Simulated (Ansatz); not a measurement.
## Telling isomers of H6PSbSi2 apart by their spectra

These gas-phase data were calculated for one isomer of H6PSbSi2 at PBE0-D3(BJ)/def2-SVP (harmonic, unscaled wavenumbers; equilibrium rotational constants with average atomic masses):

- rotational constants: 2.461, 1.342, 0.9474 GHz
- all wavenumbers above 1500 cm⁻¹: 2375, 2228, 2219, 2206, 2201, 1944

Candidates:

(1) `[SiH3][Sb]1[SiH2][PH]1`, a singlet
(2) `[SiH2]1[SiH2][SbH][PH]1`, a singlet
(3) `[SiH2]1P[SiH2][SbH]1`, a singlet

Problem. Which candidate do the data belong to? Where the bands don't settle it, estimate the moments of inertia from typical bond lengths.

Solution. Candidate (2). The rotational constants decide: (1) would give 2.057, 1.416, 1.173 GHz; (3) would give 2.969, 1.141, 0.889 GHz.

The same quantities for all candidates:

```tsv
	rotational constants (GHz)	wavenumbers above 1500 cm⁻¹	E above the lowest, PBE0-D3(BJ)/def2-SVP (kcal/mol)
(1)	2.057, 1.416, 1.173	2385, 2270, 2246, 2235, 2230, 2213	3.8
(2)	2.461, 1.342, 0.9474	2375, 2228, 2219, 2206, 2201, 1944	2.9
(3)	2.969, 1.141, 0.889	2368, 2235, 2233, 2218, 2215, 1956	0.0
```

Atoms past krypton carry core potentials. Programs: Ansatz 0.2.0.
